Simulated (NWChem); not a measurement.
Species: SiI$_{3}$ cation

```xyz
4

I      0.6080    -2.2690     0.0000
Si     0.0000     0.0000     0.0000
I      1.6610     1.6610     0.0000
I     -2.2690     0.6080     0.0000
```
Atoms are numbered in this order, from 1.

Level: PBE0/def2-SVP with def2 effective core potentials on I (NWChem), optimised geometry, unscaled harmonic frequencies. def2 effective core potentials on I; no spin-orbit coupling.

### Question
List the harmonic frequencies with IR intensities, and the thermochemistry.

### Answer
| frequency (cm⁻¹) | IR intensity (km/mol) |
|---|---|
| 80 | 0.6 |
| 80 | 0.6 |
| 163 | 1.5 |
| 189 | 0.0 |
| 506 | 131.6 |
| 506 | 131.6 |

The zero-point energy comes out as 2.2 kcal/mol, the thermal correction to the enthalpy at 298.15 K (with zero-point energy) is 6.5 kcal/mol and the heat capacity Cv is 16.1 cal/(mol K). The entropy at 298.15 K and 1 atm (symmetry number 6) is 87.1 cal/(mol K).

Rigid rotor and harmonic oscillator; modes under 100 cm⁻¹ make the entropy uncertain.
